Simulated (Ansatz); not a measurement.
A nudged elastic band was laid between two geometries of FGeH₅N₂ (9 atoms, charge 0, multiplicity 1).

These are results of RKS PBE-D4/def2-SVP in Ansatz, not measurements.

```json
{
 "movable images": "5",
 "climbing image": "yes",
 "spring": "0.5 eV/Å²",
 "optimiser": "quadratic models (default)",
 "start path": "through a guess of the saddle point",
 "force threshold": "0.03 eV/Å",
 "iteration limit": "60",
 "end points": "relaxed"
}
```

Image 0:

```xyz
9
Properties=species:S:1:pos:R:3
N -0.889 1.157 -0.496
Ge 0.384 -0.158 -0.380
N 0.304 -0.754 1.342
F -0.162 -1.329 -1.590
H -1.076 1.462 -1.458
H -0.681 1.983 0.076
H 1.870 0.115 -0.739
H 0.974 -1.490 1.586
H -0.636 -1.033 1.642
```

Image 6:

```xyz
9
Properties=species:S:1:pos:R:3
N -0.490 1.436 -0.559
Ge 0.430 -0.140 -0.401
N 0.307 -0.680 1.346
F -0.304 -1.309 -1.523
H -0.962 1.550 -1.463
H -1.182 1.560 0.189
H 1.911 -0.044 -0.824
H 0.999 -1.392 1.606
H -0.622 -1.026 1.612
```

Task: Which bonds break or form, and what moves?

Result: No bond is made or broken. The height of N1 over the plane of its neighbours goes from -0.35 to 0.36 Å.

Task: What energy profile does the band end with?

Result: The forces met the threshold. The highest image is number 3 of 0 to 6, 0.053 eV above the first end and 0.046 eV above the last; the last end lies 0.007 eV above the first. Another band between the same ends (5 images) ends at a top of the same energy, where a vibrational analysis finds 1 clearly imaginary mode.

```csv
image,path coordinate (Å),energy (eV),height of N1 over the plane of its neighbours (Å)
0,0.00,0.000,-0.35
1,0.19,0.002,-0.33
2,0.38,0.028,-0.18
3,0.57,0.053,0.02
4,0.76,0.028,0.23
5,0.96,0.008,0.35
6,1.15,0.007,0.36
```

Task: What is the geometry of the highest image?

Result: 
```xyz
9
Properties=species:S:1:pos:R:3:forces:R:3
N -0.670 1.260 -0.578 -0.01 0.01 0.00
Ge 0.419 -0.172 -0.410 0.00 0.00 0.00
N 0.304 -0.701 1.337 0.00 0.00 0.00
F -0.205 -1.346 -1.583 0.00 0.00 0.00
H -1.096 1.535 -1.460 0.00 0.00 0.00
H -0.940 1.823 0.227 0.00 0.00 0.00
H 1.913 -0.019 -0.787 0.00 0.00 0.00
H 0.994 -1.407 1.616 0.00 0.00 0.00
H -0.630 -1.019 1.621 0.00 0.00 0.00
```

The band took 7 iterations and about 70 core-seconds.

Run time: 36 s on 2 threads of AMD EPYC 9R14 (Zen 4), with other jobs on the host, peak memory 0.16 GiB.
